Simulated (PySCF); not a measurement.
## Exercise with solution: oscillator strength and radiative lifetime

B(F)(H)(SiH3) (BFH₄Si), SMILES FB[SiH3].

Geometry: B3LYP-D3(BJ)/def2-TZVP.

TDA-M06-2X/def2-SVPD (PySCF) puts the first singlet state with f over 0.02 at 7.30 eV (vertical), with the transition dipole (-0.345, 0.110, 0.000) in atomic units.

Question: Find the oscillator strength, the wavelength and the radiative lifetime that this transition would have in vacuum if emission retraced absorption.

Answer: 
|μ|² = 0.1311 au, so |μ| = 0.92 D. ΔE = 7.30/27.211 = 0.2683 hartree. f = (2/3) ΔE |μ|² = 0.023 (the program prints 0.023).
λ = 1239.84/7.30 = 170 nm; ν = 58878 cm⁻¹.
Einstein's coefficient A = 0.6670 ν² f s⁻¹ (ν in cm⁻¹) = 5.4e7 s⁻¹, so τ = 1/A = 18 ns. This state is S2; the lower singlet has f = 0.007. The figure is the radiative limit of this one transition; relaxation, internal conversion, crossing to triplets and a medium change what is measured.
